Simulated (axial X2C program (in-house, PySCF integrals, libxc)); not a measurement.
# Nuclear properties of CoO

Calculated with an axial X2C code built on PySCF integrals: two-component X2C with atomic mean-field Coulomb and Gaunt terms, Gaussian nuclei, basis Co dyall-cv3z, O dyall-av3z with contracted cores.

R = 1.604 Å (near the PBE0 minimum at charge 0 of the determinant lowest at the starting distance; the state shown can have its own minimum elsewhere).

Input and command:
```json
{"zs": [27, 8], "q": 0, "bas": ["dyall-cv3z", "dyall-av3z"], "r0": 1.6, "levels": ["PBE0", "HF", "TPSSh", "BP86", "BHandHLYP"], "nst": 3}
```
```bash
python soeom.py task.json out
```

Keys: zs atomic numbers; q charge; bas basis sets; r0 starting distance in Å; levels methods; nst determinants followed.

Determinant lowest in the PBE0 search, Ω = 7/2 (⟨Sz⟩ = 1.50, ⟨Lz⟩ = 2.00 at PBE0), spin on the atoms Co 1.13, O 0.37:

```json
{"level": "PBE0", "Eeff magnitude (GV/cm)": "0.767", "Ws magnitude Co (kHz)": "0.0604", "A∥/gI Co (MHz)": "253", "qzz Co (a.u.)": "-0.08", "A∥/gI O (MHz)": "-16.2", "qzz O (a.u.)": "0.26", "μ (D)": "-4.77"}
{"level": "HF", "Eeff magnitude (GV/cm)": "2.38", "Ws magnitude Co (kHz)": "0.252", "A∥/gI Co (MHz)": "75.9", "qzz Co (a.u.)": "-1.15", "A∥/gI O (MHz)": "51.9", "qzz O (a.u.)": "2.61", "μ (D)": "-2.62"}
{"level": "TPSSh", "Eeff magnitude (GV/cm)": "0.383", "Ws magnitude Co (kHz)": "0.0209", "A∥/gI Co (MHz)": "310", "qzz Co (a.u.)": "-0.11", "A∥/gI O (MHz)": "-17.9", "qzz O (a.u.)": "0.19", "μ (D)": "-4.43"}
{"level": "BP86", "Eeff magnitude (GV/cm)": "0.446", "Ws magnitude Co (kHz)": "0.0287", "A∥/gI Co (MHz)": "303", "qzz Co (a.u.)": "0.13", "A∥/gI O (MHz)": "-20.1", "qzz O (a.u.)": "0.13", "μ (D)": "-3.69"}
{"level": "BHandHLYP", "Eeff magnitude (GV/cm)": "1.11", "Ws magnitude Co (kHz)": "0.0959", "A∥/gI Co (MHz)": "182", "qzz Co (a.u.)": "-0.18", "A∥/gI O (MHz)": "-9.33", "qzz O (a.u.)": "0.64", "μ (D)": "-5.60"}
```

Eeff is the effective electric field on the electron electric dipole moment in this Ω state and Ws the scalar–pseudoscalar constant of the nucleus named (defined with the proton number Z and per Ω); A∥ (defined per Ω) follows by multiplying with gI = μI/(I μN); qzz is the electric field gradient, eQq0 = 234.96 MHz × Q/barn × qzz; μ is positive if the O end (last atom) is positive. The operators were transformed with the bare-nucleus X2C matrices; with these basis sets, hyperfine constants and field gradients can be off by tens of per cent, and where levels differ in sign neither size nor sign is settled.

Each state is one determinant with collinear spin, which with several unpaired electrons need not be a pure state. Unrestricted Hartree–Fock can overshoot spin polarisation at the nuclei. With several open shells hyperfine constants can be off by a factor of several. Where Eeff spreads by more than a factor of two the levels disagree and none is to be relied on. At BP86 a later determinant lies lower. States lie within half an eV, so the first need not be the ground state. Further determinants of the search, some of them spin-mixed, are not shown. Where a field gradient or hyperfine factor spreads by more than a factor of two over the levels, a constant derived from it is not to be relied on.
